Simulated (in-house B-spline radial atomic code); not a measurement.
A fraction x of an electron is removed from 3d in Ni IV (Ni3+), starting from [Ar] 3d7 and keeping the highest spin. Computed with an all-electron radial atomic-structure program (B-spline basis): non-relativistic BLYP, spin-polarised, spherical fractional occupations, point nucleus.

```tsv
x	E(x) - E(0) (eV)	3d down level (eV)
0	0.0000	-45.384
0.12	5.5854	-47.713
0.21	9.9590	-49.482
0.34	16.5597	-52.073
0.49	24.5978	-55.111
0.5	25.1499	-55.315
0.57	29.0722	-56.752
0.64	33.0955	-58.201
0.84	45.1539	-62.399
0.99	54.7536	-65.605
1	55.4107	-65.820
```

The exact functional would give a straight line between the two integer points. Deviations E(x) - E(0) - x[E(1) - E(0)], in eV: -1.064 at x = 0.12, -1.677 at x = 0.21, -2.28 at x = 0.34, -2.553 at x = 0.49, -2.555 at x = 0.5, -2.512 at x = 0.57, -2.367 at x = 0.64, -1.391 at x = 0.84, -0.103 at x = 0.99.

The curve lies below the straight line by up to 2.555 eV (at x = 0.5): convex, the delocalisation error that favours fractional charges.

(1) How well does Slater's transition state (minus the level at half occupation) give the ionisation energy?

Answers

(1) It gives 55.315 eV against 55.411 eV from the two total energies; NIST lists 54.92 eV, ground level to ground level.
